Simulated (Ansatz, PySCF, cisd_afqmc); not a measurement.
Species: SnS, charge 0, singlet. SnS (SMILES [Sn]=[S]).
B3LYP-D3(BJ)/def2-TZVP minimum from Ansatz (a program for electronic structure):
```
Sn
S 1 2.2226
```
Charge 0, spin multiplicity 1.

Atomisation energy term by term, kcal/mol (programs: Ansatz, cisd_afqmc). Open shells are spin-unrestricted; no spin-orbit coupling. Correlated methods leave the cores frozen (noble-gas shells, and filled d and f shells in the p block). Past Kr the def2 sets carry scalar-relativistic core potentials. AFQMC is phaseless with a CISD trial state; ± is one standard error, without the phaseless bias. Outlying blocks are dropped, and bars are widened where a walk drifts. Over all cases where full CI ran beside it in this data, AFQMC minus full CI had a median of +0.1 mEh and passed +0.4 mEh in a tenth of the cases. CBS(X,Y): correlation extrapolated as X^-3, Hartree-Fock from the larger set. A bracket is a step between two methods taken in the basis named. Spin-orbit terms, left out, reach several kcal/mol for Br and I, and more for heavier atoms. The T1 diagnostic of SSn ([S]=[Sn], singlet) reaches 0.034 in the sets run.

```tsv
term	basis	kcal/mol
Hartree-Fock	def2-QZVPP	60.21
CCSD correlation	CBS(def2-TZVPP,def2-QZVPP)	48.89
(T)	CBS(def2-TZVPP,def2-QZVPP)	7.83
CCSDT(Q) - CCSD(T)	def2-QZVPP	0.63
CCSDTQ - CCSDT(Q)	def2-SVP	-0.17
minus zero-point energy	Hessian by PySCF at B3LYP-D3(BJ)/def2-TZVP	-0.69
sum: D0		116.7
```

The step beyond CCSD(T) by other levels: CCSDTQ in def2-SVP 0.78; AFQMC/CISD in def2-SVP 0.58 ± 0.25; CCSDT(Q) in def2-SVP 0.95; CCSDT(Q) in def2-TZVPP 0.73 kcal/mol.
